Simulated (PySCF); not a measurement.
Delta-SCF ions had no search for a lower state. Excitations are Tamm–Dancoff values on a coarser integration grid. The basis has no diffuse functions, so Rydberg states are missing or too high.

## H18Ge6Si2, SMILES `[SiH3][GeH2][GeH2][GeH2][GeH2][GeH2][GeH2][SiH3]` (charge 0, multiplicity 1)

Level of theory: r2SCAN-D4/def2-TZVP // r2SCAN-D4/def2-SVP run with PySCF 2.14.0.

The HOMO is -6.31 eV and the dipole moment is 0.02 D. The HOMO–LUMO gap comes out as 4.63 eV, the LUMO comes out as -1.67 eV and the S1 excitation (TDA) is 5.10 eV. The S1 oscillator strength is 2.72, the brightest of the four lowest singlets (TDA) comes out as 5.10 eV and the T1 excitation (TDA) is 4.29 eV. The S1–T1 gap (TDA) is 0.81 eV and the vertical ionisation energy (Delta-SCF) comes out as 8.00 eV. The total energy is -13051.7957 Ha and the cost comes out as very roughly 2.8 core-hours.

```xyz
26

Si     5.7346     1.3841    -0.3385
Ge     4.7876    -0.1757     1.1900
Ge     2.8882    -1.3100     0.1994
Ge     1.8629    -2.9011     1.7119
Ge     0.0563    -4.1159     0.6476
Ge    -0.9571    -5.7582     2.1125
Ge    -2.7436    -6.9680     1.0077
Si    -3.7085    -8.5952     2.4520
H      4.6980     2.3869    -0.7309
H      6.1928     0.6637    -1.5648
H      6.8991     2.1030     0.2639
H      4.3285     0.5429     2.4729
H      5.8355    -1.2279     1.5992
H      1.8360    -0.2690    -0.2288
H      3.3471    -2.0473    -1.0737
H      2.9288    -3.9003     2.2011
H      1.3245    -2.1574     2.9489
H     -1.0212    -3.1185     0.1806
H      0.5990    -4.8270    -0.6071
H     -1.5127    -5.0543     3.3654
H      0.1208    -6.7532     2.5839
H     -3.8131    -5.9591     0.5487
H     -2.1761    -7.6444    -0.2544
H     -2.6595    -9.5726     2.8733
H     -4.2530    -7.9214     3.6698
H     -4.8155    -9.3367     1.7741
```
Charge 0, spin multiplicity 1.
